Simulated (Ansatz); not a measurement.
`FC/C=C/[SiH3]` → `CC(C)[Si]F`  (isomerisation)

Gas-phase electronic energies from Ansatz, PBE0-D4/def2-TZVP geometries. CCSD(T)/CBS adds triple-zeta CCSD(T) − MP2 to the extrapolated MP2 energy (def2 sets, frozen cores). Each species was taken in one conformer, which may not be the lowest.

```csv
species,CCSD(T)/CBS(def2) energy (Eh)
`FC/C=C/[SiH3]`,-507.20526
`CC(C)[Si]F`,-507.26195
```

Problem. Work out ΔE.

Solution. ΔE = (-507.26195) − (-507.20526) = -0.05669 Eh = -1.54 eV.

Largest T1 diagnostic among the species: 0.012.

From r2SCAN to r2SCAN0 (25 % exact exchange), in def2-TZVPP and without D4, ΔE moves by −0.05 eV. Leaving LDA and LC-ωPBE aside and taking each functional with its dispersion term where it has one, the values, not all of them listed here, spread over 0.21 eV, from ωB97M-V to r2SCAN-D4. LDA lies −0.10 eV from PBE without D4.
